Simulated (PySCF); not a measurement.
**Molecular orbitals of NaSr**

PBE0 at R = 3.910 Å; PySCF, scalar-relativistic core potentials, basis sets Na def2-SVP, Sr def2-SVP with ECP28. State: ²Σ⁺ (doublet), unpaired electrons σ ↑. Only the outer orbitals are listed, counted within each symmetry, core potentials removing the inner ones.

```tsv
spin	orbital	occ.	ε (eV)	on Na (%)	main shells (%)
α	1π	1	-31.70	100	100 Na p
α	1π	1	-31.70	100	100 Na p
α	4σ	1	-31.69	100	100 Na p
α	2π	1	-25.08	0	100 Sr p
α	2π	1	-25.08	0	100 Sr p
α	5σ	1	-25.01	0	100 Sr p
α	6σ	1	-4.50	33	68 Sr s, 29 Na s
α	7σ	1	-3.18	55	55 Na s, 21 Sr s, 20 Sr p
α	3π	0	-1.06	19	79 Sr p, 19 Na p
α	3π	0	-1.06	19	79 Sr p, 19 Na p
α	8σ	0	-0.82	43	53 Sr p, 31 Na p, 12 Na s
β	1π	1	-31.63	100	100 Na p
β	1π	1	-31.63	100	100 Na p
β	4σ	1	-31.62	100	100 Na p
β	2π	1	-25.06	0	100 Sr p
β	2π	1	-25.06	0	100 Sr p
β	5σ	1	-24.97	0	100 Sr p
β	6σ	1	-4.19	16	80 Sr s, 13 Na s
β	7σ	0	-1.68	51	51 Na s, 26 Sr p, 16 Sr s
β	3π	0	-0.93	13	70 Sr p, 17 Sr d, 13 Na p
β	3π	0	-0.93	13	70 Sr p, 17 Sr d, 13 Na p
```

Problem. Which are the highest filled and the lowest empty level, where do they sit, and how wide is the gap?

Solution. Highest filled α 7σ at -3.18 eV (in %: 55 Na s, 21 Sr s, 20 Sr p); lowest empty β 7σ at -1.68 eV (in %: 51 Na s, 26 Sr p, 16 Sr s); the gap at PBE0 is 1.50 eV.

| Property | Result |
| --- | --- |
| bond order (Mayer) | 0.59 |
| ⟨S²⟩ | 0.767 |
| charge on Na (Mulliken, basis-dependent) | -0.06 |
| charge on Na (Löwdin, basis-dependent) | -0.03 |
| dipole moment (positive dipole means Na(−)Sr(+)) | -0.39 D |
| polarisability along the bond | 595.7 bohr³ |
| polarisability across the bond | 275.4 bohr³ |

Spin–orbit coupling is left out. The state is the lowest determinant that a PBE0 search found; another state may lie lower at other levels.
